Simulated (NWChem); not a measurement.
System meant: C₄H₅NO; SMILES C=C1C=NCO1

Here is an NWChem input.

```
start job
memory heap 200 mb stack 900 mb global 1100 mb
geometry units angstroms noautoz
  C      0.044173    -2.121427     0.000000
  C      0.023094    -0.768019     0.000000
  C      1.150984     0.175482     0.000000
  N      0.770706     1.408729     0.000000
  C     -0.668188     1.380202     0.000000
  O     -1.106186     0.002878     0.000000
  H      1.010445    -2.641774     0.000000
  H     -0.882605    -2.710196     0.000000
  H      2.212957    -0.122183     0.000000
  H     -1.073155     1.894938    -0.902022
  H     -1.073155     1.894938     0.902022
end
basis spherical
  C library def2-svp
  N library def2-svp
  O library def2-svp
  H library def2-svp
end
dft
  xc xpbe96 cpbe96
  iterations 4
  mulliken
end
task dft energy
```

End of the output:

```
    Atom       Charge   Shell Charges
 -----------   ------   -------------------------------------------------------
    1 C    6     6.06   1.96  0.60  0.33  1.85  1.26  0.06
    2 C    6     6.03   1.96  0.63  0.28  1.90  1.09  0.17
    3 C    6     5.98   1.96  0.62  0.31  1.87  1.09  0.13
    4 N    7     7.11   1.97  0.82  0.49  2.21  1.57  0.06
    5 C    6     5.89   1.96  0.61  0.30  1.82  1.04  0.16
    6 O    8     8.09   1.97  0.92  0.58  2.71  1.88  0.03
    7 H    1     0.97   0.62  0.28  0.07
    8 H    1     0.97   0.62  0.28  0.07
    9 H    1     0.97   0.63  0.27  0.07
   10 H    1     0.97   0.64  0.26  0.06
   11 H    1     0.97   0.64  0.26  0.06

 center of mass
 --------------
 x =  -0.00437380 y =   0.03860526 z =   0.00000000

 moments of inertia (a.u.)
 ------------------
         483.462281916208          -0.000000000000           0.000000000000
          -0.000000000000         213.841223471672           0.000000000000
           0.000000000000           0.000000000000         685.590265169364

     Multipole analysis of the density
     ---------------------------------

     L   x y z        total         alpha         beta         nuclear
     -   - - -        -----         -----         ----         -------
     0   0 0 0      0.000000    -22.000000    -22.000000     44.000000

     1   1 0 0      0.055098      0.027549      0.027549     -0.000000
     1   0 1 0     -0.363218     -0.181609     -0.181609     -0.000000
     1   0 0 1      0.000000      0.000000      0.000000      0.000000

     2   2 0 0    -25.583446    -72.821629    -72.821629    120.059812
     2   1 1 0     -3.508477      2.415898      2.415898     -8.340273
     2   1 0 1     -0.000000     -0.000000     -0.000000      0.000000
     2   0 2 0    -25.425305   -151.158361   -151.158361    276.891416
     2   0 1 1      0.000000      0.000000      0.000000      0.000000
     2   0 0 2    -26.636047    -16.223597    -16.223597      5.811148

 ------------------------------------------------------------------------
 dft energy failed                                                                                  0
 ------------------------------------------------------------------------
 ------------------------------------------------------------------------
  current input line :
    27: task dft energy
 ------------------------------------------------------------------------
 ------------------------------------------------------------------------
 This type of error is most commonly associated with calculations not reaching convergence criteria
 ------------------------------------------------------------------------
 For more information see the NWChem manual at https://nwchemgit.github.io

0:dft energy failed:Received an Error in Communication
```

Task: Can this run be used? If not, why, and what is the fix?

Result: Convergence was not reached. Cause: the SCF was allowed too few iterations. This input runs:
```
start job
memory heap 200 mb stack 900 mb global 1100 mb
geometry units angstroms noautoz
  C      0.044173    -2.121427     0.000000
  C      0.023094    -0.768019     0.000000
  C      1.150984     0.175482     0.000000
  N      0.770706     1.408729     0.000000
  C     -0.668188     1.380202     0.000000
  O     -1.106186     0.002878     0.000000
  H      1.010445    -2.641774     0.000000
  H     -0.882605    -2.710196     0.000000
  H      2.212957    -0.122183     0.000000
  H     -1.073155     1.894938    -0.902022
  H     -1.073155     1.894938     0.902022
end
basis spherical
  C library def2-svp
  N library def2-svp
  O library def2-svp
  H library def2-svp
end
dft
  xc xpbe96 cpbe96
  iterations 150
  mulliken
end
task dft energy
```
It converges to -284.81779 Ha (PBE/def2-SVP).
